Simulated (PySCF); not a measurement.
Species: C₆H₈F₃N.
Geometry (GFN2-xTB, Å), atoms numbered from 1 in this order:
```
atom  x, y, z in Å
N1     2.5323   -0.1568    0.1026
C2     1.1244   -0.0687    0.0573
C3     0.3157    1.0241   -0.6758
C4    -0.7210    0.0424   -0.1024
C5    -2.2121    0.1318   -0.2265
F6    -2.7005    1.2623    0.3132
F7    -2.8350   -0.8852    0.3946
F8    -2.6279    0.1094   -1.5037
C9     0.0750    0.0428    1.2120
C10    0.1805   -1.1037   -0.5933
H11    2.9444    0.6629    0.5325
H12    2.8391   -0.9856    0.5981
H13    0.3296    2.0228   -0.2464
H14    0.4081    1.0574   -1.7577
H15   -0.0539   -0.8246    1.8552
H16    0.0599    0.9664    1.7858
H17    0.2625   -1.2314   -1.6689
H18    0.0699   -2.0600   -0.0882
```

NICS = −σ at a ghost point: NICS(0) at the centroid of the ring atoms, NICS(1) 1 Å to either side along the normal of their mean plane, zz for the tensor component along that normal. Level: GIAO PBE0/pcSseg-1 (PySCF, non-relativistic, gas phase) on the GFN2-xTB geometry, one conformer.

Ring bond lengths (Å), with Mayer bond orders in brackets: C2–C3 1.545 (0.92), C3–C4 1.539 (0.93), C4–C9 1.537 (0.93), C9–C2 1.564 (0.89); C2–C3 1.545 (0.92), C3–C4 1.539 (0.93), C4–C10 1.539 (0.93), C10–C2 1.544 (0.92).

Q: Give the NICS values of each ring in ppm.

A: 
```csv
ring,type,NICS(0),"NICS(1), two faces","NICS(1)zz, two faces",rms pucker (Å),"centre to ring atoms, mean (Å)"
C2–C3–C4–C9,4-membered carbocycle; formal bonds all single,-15.7,-4.8 / -33.2,-3.4 / -26.1,0.31,1.05
C2–C3–C4–C10,4-membered carbocycle; formal bonds all single,-15.5,-4.4 / -33.0,-2.8 / -25.8,0.31,1.04
```

Q: What do they say, and how far can they be read as aromaticity?

A: 
- C2–C3–C4–C9: mean NICS(1)zz -14.8 ppm, shielded. C2, C3, C4, C9 have four or more neighbours; no verdict on aromaticity is drawn. The two faces differ by 22.7 ppm, so no symmetry operation interchanges them.
- C2–C3–C4–C10: mean NICS(1)zz -14.3 ppm, shielded. C2, C3, C4, C10 have four or more neighbours, so the value isn't read as a sign of a π ring current. The two faces differ by 23.0 ppm, so no symmetry operation interchanges them.

Q: What is the mean of the two in-plane components of NICS at the second NICS(1) probe listed for ring C2–C3–C4–C10, 1 Å off the ring?

A: The isotropic value is a third of the trace: (3 × -33.0 − (-25.8))/2 = -36.6 ppm.

Q: List the ring angles and the Hirshfeld charges of the ring atoms.

A: 
- C2–C3–C4–C9: C2 87.1° (+0.071 e), C3 74.0° (-0.076 e), C4 88.3° (-0.015 e), C9 73.5° (-0.089 e); sum 322.8° against 360° for a flat convex ring.
- C2–C3–C4–C10: C2 87.4° (+0.071 e), C3 74.0° (-0.076 e), C4 87.8° (-0.015 e), C10 74.0° (-0.076 e); sum 323.2° against 360° for a flat convex ring.

Q: What are the shieldings of the ring atoms and their hydrogens in the same run (means over atoms taken as equivalent)?

A: 
| atoms | environment | σ isotropic (ppm) | principal values of the symmetric part, first atom (ppm) |
| --- | --- | --- | --- |
| C2 | sp3 carbon bound to nitrogen | 136.3 | 111.9, 126.2, 170.9 |
| C3 (×3) | four-membered-ring carbon | 133.5 | 128.3, 132.3, 143.5 |
| C4 | sp3 carbon at a ring junction | 154.4 | 143.1, 145.3, 174.8 |
| H13 (×6) | methylene hydrogen | 29.97 | 27.1, 27.4, 35.3 |

On an Arm Neoverse V1 with one thread, no GPU, shared host, this took 38 s wall. This is the whole shielding run at PBE0/pcSseg-1, SCF included.
